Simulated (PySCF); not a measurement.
Isomers of C4H12Sn, from PBE0-D3(BJ)/def2-SVP geometry optimisation, gas phase, def2 core potentials past Kr (PySCF). One conformer each, no zero-point energy, no frequencies.

Problem. Which is lowest in electronic energy at this level?
A. `[H][Sn]([H])([H])[CH2]CCC` (SnH3(nBu)): A = 10324, B = 780.3, C = 760.1 MHz, dipole 0.95 D
B. SnHMe2Et (`C[CH2][SnH]([CH3])[CH3]`): A = 3846, B = 1917, C = 1484 MHz, dipole 0.65 D
C. `[H][Sn]([H])([H])[C](C)(C)C` (Sn(tBu)H3): A = 4257, B = 1517, C = 1517 MHz, dipole 0.96 D
D. SnMe4, `[CH3][Sn]([CH3])([CH3])[CH3]`: A = 2415, B = 2414, C = 2410 MHz, dipole 0.01 D

Solution. D. That is `[CH3][Sn]([CH3])([CH3])[CH3]` (SnMe4), 6.1 kcal/mol below the next.

```csv
SMILES,mapped SMILES,E (Eh),relative (kcal/mol),relative (kJ/mol),dipole (D)
[CH3][Sn]([CH3])([CH3])[CH3],–,-373.63617,0.0,0.0,0.01
[H][Sn]([CH3])([CH3])[CH2]C,–,-373.62649,6.1,25.4,0.65
[H][Sn]([H])([H])[CH2]CCC,–,-373.61606,12.6,52.8,0.95
[H][Sn]([H])([H])[C](C)(C)C,–,-373.61593,12.7,53.1,0.96
```
